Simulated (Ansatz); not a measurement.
# Cost against result

Saddle point of CH$_{6}$FGe, doublet (GeH₃F ([F][GeH3]) + CH₃ → CH₃F ([CH3][F]) + GeH₃; bonds formed: F1–C3; bonds broken: F1–Ge2), PBE0-D4/def2-TZVP structure:

F1  (0.084, -0.219, 0.096)
Ge2  (-0.658, 1.575, -0.670)
C3  (0.699, -1.678, 0.714)
H4  (0.257, 2.708, -0.176)
H5  (-2.093, 1.758, -0.150)
H6  (-0.634, 1.474, -2.204)
H7  (1.628, -1.359, 1.168)
H8  (0.796, -2.280, -0.179)
H9  (-0.080, -1.979, 1.401)
(Å)

Barriers are electronic and count from the start structure reached by relaxing down the imaginary mode. Spin–orbit coupling is left out.

Program: Ansatz 0.2.0. Basis: as named in each row. Cores are frozen in the correlated methods; orbitals are unrestricted. Filled d shells of the heavier atoms are correlated. The def2 sets are not built for correlating such inner shells, so the correlated values are less sure here. B3LYP uses VWN-RPA correlation. Extrapolation: Hartree–Fock as exp(−7.88 √X), correlation as X^−2.97.

Times are rough, for one single point on 8 threads of a shared host (Arm Neoverse V1).

The estimate by CCSD(T) at an estimated basis limit (MP2 extrapolated from triple and quadruple zeta, plus CCSD(T) − MP2 in triple zeta) is 43.55 kcal/mol.

```
      method       basis  time (s)  barrier (kcal/mol)  method less estimate
          HF      STO-3G   under 1               37.89                 -5.67
       SPW92    def2-SVP   under 1               21.35                -22.20
      PBE-D4      STO-3G   under 1                8.66                -34.89
      PBE-D4    def2-SVP   under 1               27.28                -16.27
    B3LYP-D4       6-31G   under 1               27.87                -15.68
       SPW92  def2-TZVPP   under 1               21.87                -21.69
     PBE0-D4    def2-SVP   under 1               36.27                 -7.29
      PBE-D4  def2-TZVPP         1               28.07                -15.49
     BLYP-D4  def2-TZVPP         1               28.36                -15.19
     PBE0-D4  def2-TZVPP         2               37.24                 -6.32
    B3LYP-D4  def2-TZVPP         2               35.42                 -8.13
CAM-B3LYP-D4  def2-TZVPP         2               40.36                 -3.19
    BHLYP-D4  def2-TZVPP         2               45.98                  2.42
      B2PLYP  def2-TZVPP         3               39.97                 -3.59
    PBE-QIDH  def2-TZVPP         3               45.34                  1.79
   r2SCAN-D4  def2-TZVPP         3               36.65                 -6.90
     wB97M-V    def2-SVP         3               38.68                 -4.88
  r2SCAN0-D4  def2-TZVPP         3               42.69                 -0.86
  RPA on PBE  def2-TZVPP         3               40.91                 -2.65
     wB97X-V  def2-TZVPP         4               43.06                 -0.49
      B97M-V  def2-TZVPP         6               36.92                 -6.63
     wB97M-V  def2-TZVPP         6               40.42                 -3.13
     CCSD(T)    def2-SVP         6               46.29                  2.74
         MP2  def2-QZVPP        17               46.32                  2.77
     CCSD(T)  def2-TZVPP       140               45.22                  1.67
```

All methods are single points on the PBE0-D4 structures.

T1 diagnostic: at most 0.017. ⟨S²⟩ of the unrestricted Hartree–Fock references: 0.75 to 0.82 (a pure state has 0.75). The unrestricted reference is spin-contaminated, which hurts MP2 most.

Radical steps of this kind take place in plasma deposition and etching.

Labels in which every atom is bracketed show which atoms are joined, not bond orders.
